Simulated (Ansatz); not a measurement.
Input file for `[OH][Ge][N]([SiH3])[SiH3]`:

```yaml
crystal:
  periodic: [false, false, false]
  atoms:
    - {symbol: O, position_ang: [-0.993967, 2.618331, 0.681142]}
    - {symbol: Ge, position_ang: [0.641035, 2.040241, 0.266864]}
    - {symbol: N, position_ang: [0.326876, 0.203901, -0.007099]}
    - {symbol: Si, position_ang: [-1.226869, -0.566696, 0.014476]}
    - {symbol: Si, position_ang: [1.718168, -0.772973, -0.377807]}
    - {symbol: H, position_ang: [-1.691062, 1.966846, 0.815747]}
    - {symbol: H, position_ang: [-1.900405, -0.503379, -1.309028]}
    - {symbol: H, position_ang: [-1.074506, -1.992486, 0.408402]}
    - {symbol: H, position_ang: [-2.122601, 0.094369, 1.007743]}
    - {symbol: H, position_ang: [2.888251, 0.137242, -0.502180]}
    - {symbol: H, position_ang: [1.528004, -1.509860, -1.656699]}
    - {symbol: H, position_ang: [1.983976, -1.770536, 0.692340]}
basis:
  gaussian: {orbitals: def2-SVP}
correlation: {method: ccsd_t}
```

```sh
$ ansatz run in.yaml --threads 4 --pin off --events-out ev --progress --plain --max-ram 11315MiB
```

Output of Ansatz, abridged:

```
Functional definition: HF
1275 factors; integrals over basis functions are off by at most 1.2e-3 eV
mean field evaluation 1: about -75809.9722 eV, gradient 4.5e1 eV
mean field evaluation 2: about -75809.9998 eV, gradient 4.5e1 eV
mean field evaluation 4: about -75814.7549 eV, gradient 3.7e0 eV
mean field evaluation 8: about -75814.8229 eV, gradient 8.3e-2 eV
mean field evaluation 16: about -75814.7826 eV, gradient 7.9e-1 eV
mean field -75814.82295011 eV, -2786.1433542839 hartree, gradient 3.8e-6 eV, S^2 0.000000; 0 other end points of the search recorded, 0 dependent functions left out
21 core orbitals not correlated: weight in the atoms' cores, before any rotation towards them, 1.000 or more for the frozen orbitals, at most 0.000 for the correlated occupied ones
reference -75814.82295011 eV, -2786.1433542839 hartree; 20, 20 occupied and 90, 90 virtual orbitals, 1275 factors
second order -21.02787632 eV of doubles, -0.00000000 eV of singles
cycle   1  -21.42042881 eV  change   -3.9e-1 eV  update   1.3e-1
cycle   2  -22.15547434 eV  change   -7.4e-1 eV  update   4.1e-2
cycle   3  -22.33001567 eV  change   -1.7e-1 eV  update   2.4e-2
cycle   4  -22.31434636 eV  change    1.6e-2 eV  update   6.1e-3
cycle   5  -22.31143346 eV  change    2.9e-3 eV  update   3.2e-3
cycle   6  -22.31236788 eV  change   -9.3e-4 eV  update   1.0e-3
cycle   7  -22.31184086 eV  change    5.3e-4 eV  update   4.2e-4
cycle   8  -22.31180013 eV  change    4.1e-5 eV  update   1.2e-4
cycle   9  -22.31185516 eV  change   -5.5e-5 eV  update   4.0e-5
cycle  10  -22.31185677 eV  change   -1.6e-6 eV  update   1.5e-5
perturbative correction -0.66217266 eV, -0.0243343963 hartree
Total energy: -75837.79697954 eV, -2786.9876342929 hartree
```

Run time 15 s (4 threads of an Arm Neoverse V2 on a shared host); peak host memory 0.79 GiB.

The correlation energy is -22.974 eV, 2.9 % of it from (T); the T1 diagnostic reads 0.0146.
